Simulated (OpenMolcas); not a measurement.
**Levels of I5+ by method**

```json
{
  "Program": "OpenMolcas",
  "Basis": "ANO-R2 [7s6p4d2f1g]",
  "Scalar Hamiltonian": "X2C, finite nucleus",
  "Active space": "2 electrons in 8 orbitals (5s 5p 6s 6p)",
  "State averaging": "2S+1 = 3 even, 3 roots; 2S+1 = 1 even, 7 roots; 2S+1 = 3 odd, 3 roots; 2S+1 = 1 odd, 3 roots",
  "Spin-orbit coupling": "state interaction with AMFI integrals over the reference wave functions, term energies averaged over their components"
}
```

Methods on the same reference wave functions:
A. CASSCF
B. SS-CASPT2, IPEA 0.25 Eh, imaginary shift 0.1 Eh (closed shells correlated: 4d)
C. MS-CASPT2, IPEA 0.25 Eh, imaginary shift 0.1 Eh (closed shells correlated: 4d)

Energies in cm⁻¹ above 5s² ¹S₀, the measured ground level; measured values from the list in Rauch et al., Astron. Astrophys. 606, A105 (2017).

```csv
Level,A,B,C,Measured
5s² ¹S₀,0.0,0.0,0.0,0.0
5s 5p ³P°₀,81629,85360,85900,85666
5s 5p ³P°₁,85164,88620,89160,89262
5s 5p ³P°₂,94031,97760,98300,99685
5s 5p ¹P°₁,136308,124170,124720,127424
5p² ³P₀,199429,199590,200120,200085
5p² ³P₁,205891,206690,207240,208474
5p² ¹S₀,250504,241370,242480,245658
```

Deviations, from unrounded energies. A percentage is the sum of absolute deviations over the sum of measured energies, with the sign that they share, or ± where signs differ.

| Against measurement | Levels | A | B | C |
| --- | --- | --- | --- | --- |
| mean absolute deviation (cm-1) | 7 | 4400 | 1800 | 1300 |
| other configurations (%) | 7 | ±2.9 | -1.2 | ±0.8 |

C lies closest to measurement on these levels and A furthest from it. The largest miss of C in the table is 5p² ¹S₀, by -3200 cm-1. The ranking rests on the paired levels alone, and a cruder setting can come out closer through cancelling errors.

Between B and C the level of the table that moves most is 5p² ¹S₀, by 1100 cm-1 (lowest in B, highest in C). Moves below CASPT2's spread within the term are not significant.

The lowest spin-free term lies below A's lowest term by 0.427 hartree in B, 0.430 hartree in C.

Over all roots computed the reference weight is 0.88 to 0.95 in B, 0.88 to 0.95 in C; the roots of lowest weight are the least certain, and an intruder state may touch them. Active for correlation alone: 6p 6s; no level in the range computed is led by a configuration that fills them, so any true level of that kind is missing. The ¹D term of p² mixes with s d, which this space lacks. Computed and measured levels are paired by configuration, term and J; levels that our copy of the source lacks, or whose pairing is in doubt (as where it misses far off the trend of its configuration), stay unpaired and out of the deviations. Levels of configurations outside the active space are missing. The table leaves out levels that lie high or whose names do not pair safely across all columns.

° marks odd parity.
